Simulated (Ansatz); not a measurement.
Ansatz (a quantum-chemistry and plane-wave program) input (RI-MP2/def2-QZVPPD):
A basis named .json is the Basis Set Exchange file of that set.

Ansatz 0.2 input:
```yaml
crystal:
  periodic: [false, false, false]
  atoms:
    - {symbol: Fe, position_ang: [-0.00012275, -0.00045259, -0.00019758]}
    - {symbol: O, position_ang: [1.16570212, 0.20689932, -1.34311382]}
    - {symbol: H, position_ang: [2.06746225, 0.52996074, -1.32137625]}
    - {symbol: O, position_ang: [-1.19286209, -0.30704305, 1.29939528]}
    - {symbol: H, position_ang: [-1.84699113, 0.28295650, 1.67626165]}
basis:
  gaussian:
    orbitals: def2-QZVPPD.json
    fitting: {mean_field: def2-universal-jkfit, correlation: def2-QZVPPD-RIFIT.json}
total_charge: -1
magnetization: {spin_polarized: true, initial_magnetization: 3}
correlation: {method: mp2, electrons: outside_noble_gas}
```

Output:

```
Functional definition: HF
integrals: 0.41 GiB planned
454 factors; integrals over basis functions are off by at most 1.3e0 eV
mean field: 0.93 GiB planned
mean field evaluation 1: about -38456.5462 eV, gradient 3.6e1 eV
mean field evaluation 2: about -38457.6455 eV, gradient 4.3e1 eV
mean field evaluation 4: about -38462.2131 eV, gradient 4.1e0 eV
mean field evaluation 8: about -38462.9439 eV, gradient 4.7e-1 eV
mean field evaluation 16: about -38461.9777 eV, gradient 7.7e-5 eV
mean field evaluation 32: about -38462.8363 eV, gradient 9.9e0 eV
mean field evaluation 64: about -38461.1190 eV, gradient 7.3e0 eV
mean field evaluation 96: about -38462.6754 eV, gradient 1.5e1 eV
mean field -38462.95218410 eV, -1413.4874216404 hartree, gradient 1.5e-6 eV, S^2 4.638372; 12 other end points of the search recorded, 0 dependent functions left out
11 core orbitals not correlated
753 factors; their error is unknown
reference -38462.95218410 eV, -1413.4874216404 hartree; 13, 10 occupied and 274, 277 virtual orbitals, 753 factors
second order -21.14992566 eV of doubles, -0.00000000 eV of singles
Total energy: -38484.10210976 eV, -1414.2646670723 hartree
```

This state (charge -1, quartet) is run at the relaxed geometry of the species with charge 0 and multiplicity 5.

The determinant is spin-contaminated: <S^2> is 4.64 against 3.75 for a pure state.
